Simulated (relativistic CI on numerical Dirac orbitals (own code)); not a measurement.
Ligand-field terms of d1

Computed with a parametric ligand-field model of a d^n configuration (Racah B and C, spin-orbit zeta, crystal field), exact diagonalisation.

Field parameters in Wybourne normalisation: Oh B⁴₀ = 21Dq, B⁴₄ = √(5/14) B⁴₀; Td as Oh with Dq negative (B⁴₀ = 21Dq, B⁴₄ = √(5/14) B⁴₀). The field is a parameter set, without covalency.

Q: Lowest levels for B = 890, C = 3830, ζ = 860 cm⁻¹, Oh, 10Dq = 29250 cm⁻¹?

A: Γ8 0 (S 0.50), Γ7 1327 (S 0.50), Γ8 29755 (S 0.50) cm⁻¹, with S from ⟨S²⟩ = S(S + 1). The ground level has 0.00 electrons in the cubic e pair.

Q: Lowest levels for B = 800, C = 3150, ζ = 730 cm⁻¹, Oh, 10Dq = 37100 cm⁻¹?

A: Γ8 0 (S 0.50), Γ7 1116 (S 0.50), Γ8 37508 (S 0.50) cm⁻¹, with S from ⟨S²⟩ = S(S + 1). The ground level has 0.00 electrons in the cubic e pair.

Q: Lowest levels for B = 470, C = 1840, ζ = 3600 cm⁻¹, Td, 10Dq = -7150 cm⁻¹?

A: Γ8 0 (S 0.50), Γ8 10314 (S 0.50), Γ7 13232 (S 0.50) cm⁻¹, with S from ⟨S²⟩ = S(S + 1). The ground level has 0.76 electrons in the cubic e pair.

Q: Lowest levels for B = 650, C = 2560, ζ = 2300 cm⁻¹, Oh, 10Dq = 32250 cm⁻¹?

A: Γ8 0 (S 0.50), Γ7 3686 (S 0.50), Γ8 33872 (S 0.50) cm⁻¹, with S from ⟨S²⟩ = S(S + 1). The ground level has 0.01 electrons in the cubic e pair.

Q: Lowest levels for B = 430, C = 1630, ζ = 2800 cm⁻¹, Oh, 10Dq = 20150 cm⁻¹?

A: Γ8 0 (S 0.50), Γ7 4733 (S 0.50), Γ8 22615 (S 0.50) cm⁻¹, with S from ⟨S²⟩ = S(S + 1). The ground level has 0.02 electrons in the cubic e pair.
